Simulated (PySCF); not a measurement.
CH4BClFN, SMILES CNB(F)Cl.

The structure is a stationary point at r2SCAN-D4/def2-SVP. This is a generated structure with no PubChem entry under its InChIKey; it may be hypothetical. Other conformers were not sampled.

The numbers are results of r2SCAN/def2-TZVP in PySCF, not measurements.

The molecule is in vacuum.

Q: Estimate the frontier levels, gap, dipole moment and polarisability. (An estimate is asked for; the answer gives what the named calculation found.)

A: 
```yaml
highest_occupied_level: -6.77 eV
lowest_empty_level: 0.37 eV
orbital_gap: 7.14 eV
dipole_moment: 2.95 D
quadrupole, principal values (traceless, Buckingham form, about the centre of nuclear charge): -1.63, -1.11, 2.74 D·Å
mean_static_polarisability: 46.6 bohr³ (6.91 Å³)
polarisability_principal_values: 35.6, 42.1, 62.1 bohr³
```
